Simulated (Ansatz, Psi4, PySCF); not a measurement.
CH$_{2}$NO (SMILES N[C]=O), doublet, geometry from GFN2-xTB. Base run: PBE0/6-31G* (PySCF).

Geometry (Å):
```xyz
5

O     -0.2624     1.2079    -0.0140
C     -0.4147     0.0168     0.0006
N      0.4349    -0.9938     0.0111
H      0.0950    -1.9399     0.0231
H      1.4482    -0.8678     0.0076
```
Charge 0, spin multiplicity 2.
Orbitals are unrestricted.
All else is at PySCF's defaults.

The same geometry, method and basis name were run in Ansatz (an electronic-structure program) and Psi4 and PySCF, at each program's defaults and at the settings that a row names. The base is PySCF at its defaults. Differences at the defaults can come from grids, fitting, cores and function types together.

```csv
code and settings,ΔE vs base (mEh),basis functions,E (Eh),SCF cycles,dipole (D)
"PySCF, defaults (exact integrals, its default grid, spherical functions)",0.000,46,-169.04183,12,3.83
"Psi4, defaults (density fitting with its default set, its default grid, Cartesian functions)",-2.525,49,-169.04435,10,3.83
"Ansatz, defaults (factorised integrals, its default grid, Cartesian functions)",-2.590,49,-169.04442,-,-
"PySCF, density fitting with def2-universal-jkfit",-0.011,46,-169.04184,12,3.83
"PySCF, fine grid",0.000,46,-169.04183,12,3.83
"Psi4, exact integrals, spherical functions, fine grid",0.000,46,-169.04183,14,3.83
"Ansatz, high accuracy, Cartesian functions as the basis file defines them",-2.590,49,-169.04442,-,-
```

Open shells are given as the SCF converged; they aren't shown to be the lowest states, and a large step between rows can be another state.
